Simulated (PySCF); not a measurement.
# Spin states of NiH

Unrestricted PBE0; basis Ni def2-TZVPPD, H def2-TZVPPD; no relativity; PySCF 2.14. Outer shells of the fragments: Ni 3d8 4s2; H 1s1.

Followed along the bond (rough minima from three points):

```tsv
2Ms+1	unpaired	⟨S²⟩ at the start	R at minimum (Å)	Te (eV)
2	δ ↑	0.76	1.47	0.00
2	σ ↑	0.76	1.52	0.16
2	π ↑	0.76	1.53	0.24
4	σ ↑↑, δ ↑	3.75	none in the scan	≤ 1.38
```

Solutions found at the starting distance of 1.375 Å, counted from the lowest of them; the search is not exhaustive and high or unbound solutions are not listed, so other states can lie among these:

```
2Ms+1       unpaired   term  E (eV)  ⟨S²⟩  ⟨Lz²⟩  μ (D)
    2            δ ↑     ²Δ    0.00  0.76   4.01  -2.53
    2            σ ↑    ²Σ⁺    0.24  0.76   0.00  -2.78
    2            π ↑     ²Π    0.34  0.76   1.02  -2.83
    4      σ ↑↑, δ ↑     ⁴Δ    1.61  3.75   4.00   0.31
    4  σ ↑, π ↑, δ ↑  mixed    2.68  3.75   5.01  -0.13
    2  σ ↓, π ↑, δ ↑  mixed    2.89  1.76   5.01   0.10
```

A term symbol is given only where ⟨S²⟩ and ⟨Lz²⟩ are close to those of a pure state; real π, δ and φ orbitals otherwise mix terms. A positive dipole means Ni(−)H(+).

Q: Compare the gap between the two lowest followed solutions at the starting distance with the gap between their minima.

A: At PBE0 the second solution (doublet, unpaired electrons σ ↑) lies +0.24 eV from the first (doublet, unpaired electrons δ ↑) at 1.375 Å and +0.16 eV at the minima; the two curves relax by different amounts, since their minima lie near 1.52 and 1.47 Å.

Counting both spins, an empty level lies below a filled one in some of these solutions, because spin and occupation are held. The state is the lowest single determinant that the PBE0 search found; with open d or f shells the true ground state can be another one.
